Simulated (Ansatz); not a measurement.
Species: GeCl, charge 1, singlet. GeCl+ (parent SMILES [Ge][Cl], singlet).
B3LYP-D3(BJ)/def2-TZVP minimum from Ansatz (a quantum-chemistry and plane-wave program):
```xyz
2

Cl     0.0000     0.0000    -1.3563
Ge     0.0000     0.0000     0.7205
```
Charge +1, spin multiplicity 1.

Total energies in def2-QZVPP, 10 correlated electrons, 19 frozen orbitals. UHF or UKS for unpaired electrons; spin-orbit terms are left out. Correlated methods leave the cores frozen (noble-gas shells, and filled d and f shells in the p block). No relativity. The spin of ClGe+ (parent SMILES [Cl][Ge], singlet) was assumed, and the state is the lowest solution found for it.

| method | program | energy (Eh) | minus CCSDT(Q) (mEh) |
|---|---|---|---|
| HF | Ansatz | -2534.69493 | 314.22 |
| MP2 | Ansatz | -2534.97017 | 38.98 |
| CCSD | Ansatz | -2534.99217 | 16.98 |
| CCSD(T) | Ansatz | -2535.00741 | 1.74 |
| CCSDT(Q) | Ansatz | -2535.00915 | 0.00 |

Rough core times of Ansatz's runs on a shared machine: CCSD(T) under 20 s, CCSDT(Q) 9 min.
